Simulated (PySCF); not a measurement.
A geometry optimisation on `FC(F)(F)SC1=C[CH2][GeH2][CH2]1`.

Method: PBE0-D3(BJ)/def2-SVP geometry optimisation, gas phase (PySCF 2.14.0). Start geometry: GFN2-xTB. A driver script takes a list of jobs; this job's settings line and coordinates (Å) are shown.

Command:
```bash
OMP_NUM_THREADS=1 python probes_run.py task.json out
```

Input:
```
{"job": {"xc": "PBE0", "basis": "def2-SVP", "d3": "d3bj", "grid": 1, "shake": 0.01, "kind": "geom"}, "charge": 0, "multiplicity": 1}
F      4.076450     0.146790    -0.680560
C      2.734540     0.011410    -0.604090
F      2.181010     0.542600    -1.715230
F      2.517210    -1.293270    -0.653570
S      2.090540     0.777240     0.906770
C      0.371060     0.332770     0.644540
C     -0.066750    -0.842220     1.077460
C     -1.485950    -1.209830     0.823350
Ge    -2.236540     0.368330    -0.113930
C     -0.496430     1.311370    -0.051840
H      0.554210    -1.541290     1.606280
H     -1.537490    -2.135000     0.251310
H     -2.029770    -1.410670     1.766280
H     -3.360760     1.071650     0.600280
H     -2.715490     0.062670    -1.527000
H     -0.087700     1.557390    -1.040010
H     -0.524630     2.261900     0.493260
```

Output:
```
step   0  E = -2967.79942192  max force = 0.021910
step   1  E = -2967.80322945  max force = 0.006289
step   2  E = -2967.80358331  max force = 0.003067
step   3  E = -2967.80371620  max force = 0.001482
step   4  E = -2967.80378332  max force = 0.001227
step   5  E = -2967.80381726  max force = 0.000504
step   6  E = -2967.80382183  max force = 0.000324
optimisation converged
```

Energies in Eh; «max force» is the largest Cartesian gradient component in Eh/bohr.

Question: How much energy does the optimisation release, in eV?

Answer: E(step 0) − E(last step) = 0.004400 Eh, which is 0.120 eV.

Question: Give the first gradient maximum in eV/Å.

Answer: With 1 Eh/bohr = 51.422 eV/Å, 1.127 eV/Å.

In short: final energy -2967.80382 Eh after 6 steps; dipole 2.42 D.

Question: Where do the atoms end?

Answer: 0.132 Å rms from the input after alignment:
```
atom  x, y, z in Å
F1     4.0926    0.4548   -0.6181
C2     2.7948    0.1739   -0.6401
F3     2.2493    0.7979   -1.6859
F4     2.6521   -1.1307   -0.8551
S5     2.0838    0.6954    0.9430
C6     0.3820    0.2606    0.6285
C7    -0.0974   -0.9083    1.0915
C8    -1.5384   -1.2627    0.8851
Ge9   -2.2423    0.2953   -0.1066
C10   -0.5069    1.2342   -0.0955
H11    0.5714   -1.5993    1.6159
H12   -1.6391   -2.2032    0.3185
H13   -2.0532   -1.4233    1.8468
H14   -3.3495    1.0486    0.6519
H15   -2.7337   -0.0625   -1.5198
H16   -0.1294    1.4416   -1.1082
H17   -0.5516    2.1996    0.4332
```

Hardware: Arm Neoverse N1, one thread (shared host). Cost: 5.0 min, 0.90 GiB resident at most.
Labels such as C1 count atoms from 1, the log's own numbers from 0.
